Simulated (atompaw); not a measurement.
**Before and after: PAW (atompaw) potential for cerium (Ce)**

Ce, PAW, made with atompaw 4.2.0.5 (PBE, scalar-relativistic). Core [Xe], reference 4f1 5d1 6s1 6p0 (charge +1). Waves: 6s (bound): rc 3.00 bohr; 6s channel at 1.1 Ry: rc 3.00 bohr; 6p (bound, empty): rc 3.00 bohr; 6p channel at 1.05 Ry: rc 3.00 bohr; 5d (bound): rc 3.00 bohr; 5d channel at 3.8 Ry: rc 2.25 bohr; 4f (bound): rc 1.65 bohr; 4f channel at 4.45 Ry: rc 1.65 bohr. Local part: bessel scheme, radius 2.70 bohr. Core correction: smooth core density matched at 2.55 bohr. Augmentation charge: sinc compensation charge, radius 2.90 bohr; PAW radius 3.00 bohr; waves and projectors: custom polynom2 7 10 vanderbiltortho.

Change: local potential bessel scheme, radius 2.42 bohr.

Cutoffs: the cutoffs (Ry, on a coarse ladder) from which the occupation-weighted sum of valence levels, in a spherical-Bessel basis at the reference potential, stays within 10 and 1 mRy of its value at 400 Ry; they do not see the model core or the augmentation charge, which bear on the density cutoff.

Task: What does the change do?

Result: The potential gets harder (55 Ry and 260 Ry → 70 Ry and 260 Ry); both files keep a bound ghost (p, s); the range in which the s phases agree widens (upper end -0.5 → 4.1); the range in which the d phases agree widens (upper end 2.2 → at the end of the scan).

| quantity | base | changed |
| --- | --- | --- |
| cutoff, loose | 55 Ry | 70 Ry |
| cutoff, tight | 260 Ry | 260 Ry |
| loose cutoff by channel (10 mRy a level) | s 6 Ry, d 10 Ry, f 50 Ry | s 6 Ry, d 10 Ry, f 70 Ry |
| bound ghosts | p, s | p, s |
| s: phases at 3.01 bohr within 0.05 rad from the reference energy up to (Ry; the scan ends near 5) | -0.5 | 4.1 |
| p: phases at 3.01 bohr within 0.05 rad from the reference energy up to (Ry; the scan ends near 5) | to the end of the scan | to the end of the scan |
| d: phases at 3.01 bohr within 0.05 rad from the reference energy up to (Ry; the scan ends near 5) | 2.2 | to the end of the scan |
| f: phases at 3.01 bohr within 0.05 rad from the reference energy up to (Ry; the scan ends near 5) | -0.2 | -0.1 |
| lowest overlap eigenvalue by channel | s 0.32, p 0.66, d 1.00, f 0.98 | s 0.32, p 0.66, d 1.00, f 0.98 |

 A true bound ghost makes a file unfit for plane-wave use even where its test errors are small: the radial tests pick states by their node count and pass the ghost by. The cutoffs see the waves, projectors and local potential, not the compensation charge or the core.
